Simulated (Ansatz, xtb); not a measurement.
F2HOSi2−: 9 structures ranked

9 gas-phase structures of F2HOSi2−, found in a search over its isomers (lower ones may exist). Each was relaxed with GFN2-xTB; where two conformers were screened, the lower at r2SCAN-D4/def2-SVPD is listed:

A. `F[Si]O[SiH-]F`, a singlet
B. `[O-][Si@H](F)[Si]F`, a singlet
C. `F[Si]1(F)O[SiH-]1`, a singlet
D. a singlet given by its coordinates
E. a singlet given by its coordinates
F. `F[Si-]1O[Si@@H]1F`, a singlet
G. `F[Si-](F)O[SiH]`, a singlet
H. `O=[Si-][SiH](F)F`, a singlet
I. `[O-][Si](F)(F)[SiH]`, a singlet

E (Å):

```yaml
atoms:
  - { symbol: F, position_ang: [-2.3403, -1.2548, 0.8837] }
  - { symbol: F, position_ang: [-1.7391, 3.0350, -0.0524] }
  - { symbol: O, position_ang: [-0.8601, -0.6801, -1.2152] }
  - { symbol: Si, position_ang: [-1.4635, -0.0704, 0.0494] }
  - { symbol: Si, position_ang: [-2.6485, 1.7332, 0.5574] }
  - { symbol: H, position_ang: [-2.3397, 2.0928, 2.0022] }
```

Close contacts (Å): F1–Si4 1.69, F2–Si5 1.70, O3–Si4 1.53, Si4–Si5 2.22, Si5–H6 1.52.

D (Å):

```tsv
atom	x (Å)	y (Å)	z (Å)
F	-0.6262	1.4972	-1.3110
F	0.0934	1.7018	0.9845
O	-3.3948	0.2089	2.0888
Si	-2.9179	0.6942	0.7193
Si	-0.7892	0.5752	0.0963
H	-3.8622	0.2371	-0.4049
```

Close contacts (Å): F1–Si5 1.69, F2–Si5 1.68, O3–Si4 1.53, Si4–Si5 2.22, Si4–H6 1.54.

Task: Make a reasoned guess at their ranking by r2SCAN-D4/def2-SVPD single-point energy.

Result: Calculated order at r2SCAN-D4/def2-SVPD: F (0.0), A (3.8), C (4.1), G (9.2), E (15.8), I (25.1), H (25.8), D (26.5), B (30.6) kcal/mol. Less than 1 kcal/mol parts A and C; I and H; H and D, so the order within those pairs means little.

Energies above the lowest of each column, in kcal/mol; the last columns are at PBE0-D3(BJ)/def2-SVPD geometries and were run for some of them only (a dash: not run or not comparable):

```
structure  GFN2-xTB  HF/STO-3G  r2SCAN-D4/def2-SVPD  PBE0-D3(BJ)/def2-SVPD  CCSD(T)/def2-SVPD + ΔMP2/def2-TZVPPD
        F      14.4        7.9                  0.0                    0.0                                   0.0
        A      19.7        0.5                  3.8                    3.4                                     –
        C      24.4       10.6                  4.1                    3.2                                   1.0
        G      22.3        0.0                  9.2                    7.5                                     –
        E       0.0       45.1                 15.8                      –                                     –
        I      15.0       77.1                 25.1                      –                                     –
        H       0.5       40.1                 25.8                      –                                     –
        D       0.3       46.1                 26.5                      –                                     –
        B       7.1       83.1                 30.6                      –                                     –
```

CCSD(T)/def2-SVPD + ΔMP2/def2-TZVPPD puts F lowest of those it was run on, with C within 1 kcal/mol; GFN2-xTB picks E, HF/STO-3G picks G. Some further structures that were screened fall inside this span and aren't listed. Flexible structures stand in one conformer each, not always the lowest. Frequencies (PBE0-D3(BJ)/def2-SVPD) were run for C, F alone. ΔMP2 is the change of the MP2 energy from the smaller to the larger basis.

Over these structures GFN2-xTB departs from r2SCAN-D4/def2-SVPD by 17.8 kcal/mol on average once a common shift is removed. A GFN2-xTB relaxation took about 0.07 s and the r2SCAN-D4/def2-SVPD energy about 1.2 s on a shared host (Ansatz 0.2.0, xtb 6.7.1).
